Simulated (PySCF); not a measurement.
# Cr²⁺ (chromium, charge +2) across methods

[Ar] 3d4, high-spin 5D determinant. Calculation: PySCF 2.14, in aug-cc-pwCVTZ-DK with one added diffuse shell each of s, p, d, f, g type (11s10p8d5f4g, 152 functions); scalar relativity by spin-free X2C-1e.

| method | E (hartree) | mean ε 3p α (eV) | mean ε 3p β (eV) | mean ε 3d α (eV) | Σ⟨r²⟩ (bohr²) | ⟨S²⟩ |
| --- | --- | --- | --- | --- | --- | --- |
| LDA | -1047.566 | -67.728 | -63.896 | -24.320 | 16.59 | 6.000 |
| PBE0 | -1049.703 | -71.939 | -66.515 | -26.391 | 16.41 | 6.000 |
| PBE | -1049.665 | -67.776 | -63.769 | -24.174 | 16.58 | 6.000 |
| UHF | -1048.88341 | -83.578 | -73.306 | -32.427 | 16.15 | 6.001 |

(1) Estimate the same row for r2SCAN.

Answers

(1) E (hartree) = -1049.873; mean ε 3p α (eV) = -69.469; mean ε 3p β (eV) = -64.389; mean ε 3d α (eV) = -24.464; Σ⟨r²⟩ (bohr²) = 16.39; ⟨S²⟩ = 6.001.
